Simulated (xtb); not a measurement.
CH7F2NSi2, SMILES C[SiH2]N[SiH](F)F. All values are semi-empirical tight-binding results from xtb (GFN2-xTB unless named), good for trends rather than for accurate numbers. Geometry optimised at GFN2-xTB. The structure was generated by enumeration, and PubChem lists no compound with its InChIKey, so it may never have been made. The values are those of a single conformer.

Optimised geometry:

```xyz
13

Si     1.3732     0.4061     0.0343
F      1.8236    -0.9140     0.8075
F      2.2120     0.3758    -1.3253
N     -0.2780     0.2857    -0.3736
Si    -1.5952    -0.2873     0.6168
C     -3.1720     0.0063    -0.3912
H      1.8019     1.5388     0.8149
H     -0.5233     0.6214    -1.2906
H     -1.4035    -1.7097     0.9115
H     -1.5950     0.4976     1.8581
H     -4.0434    -0.3195     0.1669
H     -3.1610    -0.5437    -1.3281
H     -3.3099     1.0579    -0.6265
```
Charge 0, spin multiplicity 1.

Computed properties:
```yaml
orbital_gap: 5.80 eV
dipole_moment: 2.96 D
zero_point_energy: 51.9 kcal/mol
G − E(el) at 298.15 K (modified RRHO): 29.8 kcal/mol
static polarisability (D4 model): 85.0 bohr³
solvation energy, GFN2-xTB/ALPB(water): -0.6 kcal/mol
solvation energy, GFN2-xTB/ALPB(hexane): -2.9 kcal/mol
```

Computed atomic charges and the Wiberg bond orders between heavy atoms:
charges (e) Si1 0.63, F2 -0.27, F3 -0.27, N4 -0.43, Si5 0.50, C6 -0.21, H7 -0.05, H8 0.17, H9 -0.08, H10 -0.09, H11 0.02, H12 0.04, H13 0.03. Bond orders Si1–F2 1.08, Si1–F3 1.07, Si1–N4 1.14, N4–Si5 0.99, Si5–C6 0.91.
